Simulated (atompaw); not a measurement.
## Scattering properties, PAW (atompaw) potential for phosphorus (P)

phosphorus (P), PAW, made with atompaw 4.2.0.5 (PBEsol, scalar-relativistic). Core [Ne], reference 3s1.75 3p3.25. Waves: 3s (bound): rc 1.45 bohr; 3s channel at -0.5 Ry: rc 2.00 bohr; 3p (bound): rc 2.00 bohr; 3p channel at 0.1 Ry: rc 2.00 bohr. Local part: bessel scheme, radius 1.40 bohr. Core correction: smooth core density matched at 1.20 bohr. Augmentation charge: gaussian compensation charge, radius 1.55 bohr; PAW radius 2.00 bohr; waves and projectors: custom rrkj vanderbiltortho.

The phase is arctan(r·u′/u) with u = r·R(r), unwrapped; energies in Ry, scanned from -3 to 5 Ry. A pole is an energy at which the radial function vanishes at the test radius. The pseudo phase is shifted by a multiple of π to meet the all-electron one at the reference energy, and phase errors are pseudo minus all-electron; the curves can meet again beyond the range given. Levels narrower than the energy grid can be missing from the lists of poles.

```json
{"channel": "s", "radius (bohr)": "2.01", "reference energy (Ry)": "-1.04", "poles, all-electron": "1.09", "poles, pseudo": "1.09, 4.84", "unbroken range about the reference energy with phases within 0.05 rad": "below 3.2", "phase error 1 Ry above the reference energy (rad)": "+0.000"}
{"channel": "p", "radius (bohr)": "2.01", "reference energy (Ry)": "-0.41", "poles, all-electron": "2.15", "poles, pseudo": "2.15", "unbroken range about the reference energy with phases within 0.05 rad": "the whole range", "phase error 1 Ry above the reference energy (rad)": "-0.000"}
```

Phases in the p channel:

| E (Ry) | all-electron | pseudo |
| --- | --- | --- |
| -3.00 | 1.211 | 1.211 |
| -2.76 | 1.187 | 1.187 |
| -2.52 | 1.158 | 1.158 |
| -2.28 | 1.122 | 1.122 |
| -2.04 | 1.078 | 1.078 |
| -1.80 | 1.020 | 1.020 |
| -1.56 | 0.941 | 0.941 |
| -1.32 | 0.832 | 0.832 |
| -1.08 | 0.670 | 0.670 |
| -0.84 | 0.427 | 0.427 |
| -0.60 | 0.074 | 0.074 |
| -0.36 | -0.346 | -0.346 |
| -0.12 | -0.714 | -0.714 |
| 0.12 | -0.973 | -0.973 |
| 0.36 | -1.145 | -1.145 |
| 0.60 | -1.262 | -1.262 |
| 0.84 | -1.345 | -1.345 |
| 1.08 | -1.408 | -1.408 |
| 1.32 | -1.457 | -1.457 |
| 1.56 | -1.497 | -1.497 |
| 1.80 | -1.530 | -1.530 |
| 2.04 | -1.558 | -1.559 |
| 2.28 | -1.584 | -1.584 |
| 2.52 | -1.607 | -1.608 |
| 2.76 | -1.629 | -1.629 |
| 3.00 | -1.649 | -1.650 |
| 3.24 | -1.669 | -1.671 |
| 3.48 | -1.689 | -1.691 |
| 3.72 | -1.709 | -1.712 |
| 3.96 | -1.730 | -1.735 |
| 4.20 | -1.753 | -1.759 |
| 4.44 | -1.777 | -1.785 |
| 4.68 | -1.804 | -1.815 |
| 4.92 | -1.835 | -1.851 |
